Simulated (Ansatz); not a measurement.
One change: `N=C([SiH3])Cl` becomes `N=C[SiH3]`.

Ansatz, PBE0-D4/def2-TZVP geometries, multiplicity 1. Each molecule was computed in one conformer, which needn't be the lowest.

```tsv
property	`N=C([SiH3])Cl`
LUMO energy (B3LYP/def2-TZVPP) / eV	-1.41
HOMO–LUMO gap (PBE/def2-TZVPP) / eV	4.63
LUMO energy (PBE0/def2-TZVPP) / eV	-1.20
LUMO energy (ωB97M-V/def2-TZVPP) / eV	1.04
HOMO energy (PBE0/def2-TZVPP) / eV	-8.27
HOMO energy (ωB97M-V/def2-TZVPP) / eV	-10.50
```

Question: What does the change do to each property? (Best estimate.)

Answer: Ansatz gave: 
```tsv
property	`N=C[SiH3]`	shift
LUMO energy (B3LYP/def2-TZVPP) / eV	-1.20	0.21
HOMO–LUMO gap (PBE/def2-TZVPP) / eV	3.93	-0.70
LUMO energy (PBE0/def2-TZVPP) / eV	-0.96	0.24
LUMO energy (ωB97M-V/def2-TZVPP) / eV	1.29	0.25
HOMO energy (PBE0/def2-TZVPP) / eV	-7.46	0.81
HOMO energy (ωB97M-V/def2-TZVPP) / eV	-9.80	0.70
```

With PBE0 the HOMO rises by 0.81 eV and the LUMO rises by 0.24 eV, so the gap narrows by about 0.57 eV. PBE moves the HOMO by 0.86 eV and ωB97M-V by 0.70 eV.

B3LYP here is the variant with VWN-RPA as its local correlation; programs differ in this.
